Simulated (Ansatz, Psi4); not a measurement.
Molecule: SiN₃H₇, net charge 0, singlet state. SMILES: N[SiH](N)N
Geometry: optimised at B3LYP-D3(BJ)/def2-TZVP (Ansatz, an electronic-structure program).

Quantity: vertical triplet-singlet gap, E(triplet) - E(singlet), in eV. Terms: dispersion terms only where a functional's name holds one; 6-311+G** with 5d, 6d on Na to Ar in Ansatz; open shells spin-unrestricted; valence correlation only; non-relativistic; each state is the SCF solution reached for its charge and spin; no spin-orbit coupling; 6-31G* and kin with 6d, 5d where marked. Ab initio and DFT rows: single points at B3LYP-D3(BJ) geometries (Ansatz). Levels can end on unlike triplets.

```
level               program  vertical triplet-singlet gap, E(triplet) - E(singlet) (eV)
------------------  -------  ----------------------------------------------------------
HF/6-31G*            Ansatz                                                        6.73
PBE/6-31G*           Ansatz                                                        6.29
B3LYP/STO-3G         Ansatz                                                        9.26
B3LYP/6-31G*         Ansatz                                                        6.69
wB97X-D/6-31G*         Psi4                                                        8.76
MP2/6-311+G**        Ansatz                                                        6.23
B3LYP/def2-TZVPD     Ansatz                                                        5.71
wB97M-V/def2-TZVPD   Ansatz                                                        6.41
wB97X-V/def2-TZVPD   Ansatz                                                        6.49
```

No value to compare with is used here. The 6 habitual levels span 6.23 (MP2/6-311+G**) to 9.26 eV (B3LYP/STO-3G); wB97X-V/def2-TZVPD gives 6.49.

The levels are drawn from those run, B3LYP/6-31G* more often than the rest, none by its result; left out are runs that failed, that the program found above a lower state of the same kind, or whose <S^2> lies over 0.5 above the pure value.
